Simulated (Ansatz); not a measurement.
Reactions of CH3NOSi, SMILES `N#CO[SiH3]`.

Calculated with Ansatz (gas phase, PBE0-D4/def2-TZVP geometries, no zero-point term in ΔE). CCSD(T)/CBS is the MP2 limit (def2-TZVPP, def2-QZVPP) plus CCSD(T) − MP2 in def2-TZVPP, frozen cores. This one scheme is used for every species. DFT in def2-TZVPP. B3LYP here is the variant with VWN-RPA as its local correlation; programs differ in this. def2 core potentials past Kr. For Sn outer-core shells are correlated without core-valence functions, which leaves a few kJ/mol of doubt a bond. One conformer a species, not always the lowest.

```
                                                              reaction  B3LYP-D4 (kJ/mol)  CCSD(T)/CBS(def2) (kJ/mol)
  `N#CO[SiH3]` + `C[NH][SnH2][CH]=O` → `C[NH][SnH2][SiH3]` + `N#COC=O`                 37                          41
                             `N#CO[SiH3]` + `BN` → `BN[SiH3]` + `N#CO`                 57                          53
       `N#CO[SiH3]` + `B[SiH2][SiH3]` → `[SiH3]B[SiH2][SiH3]` + `N#CO`                 98                          98
                     `N#CO[SiH3]` + `N=CCF` → `FC/C=N\[SiH3]` + `N#CO`                 64                          68
              `N#CO[SiH3]` + `C1[SiH2]S1` → `N#C[SiH]1CS1` + `O[SiH3]`               -105                        -119
           `N#CO[SiH3]` + `NC([SiH3])S` → `NC([SiH3])S[SiH3]` + `N#CO`                 31                          33
              `N#CO[SiH3]` + `[OH][SnH3]` → `[SiH3][O][SnH3]` + `N#CO`                -13                         -15
                `N#CO[SiH3]` + `C[SiH2]C` → `C[SiH](C)C#N` + `O[SiH3]`               -123                        -140
`N#CO[SiH3]` + `[OH][Sn][O][SiH3]` → `[SiH3][O][Sn][O][SiH3]` + `N#CO`                -14                         -13
```

Largest T1 diagnostic: 0.017, for `N#COC=O`.
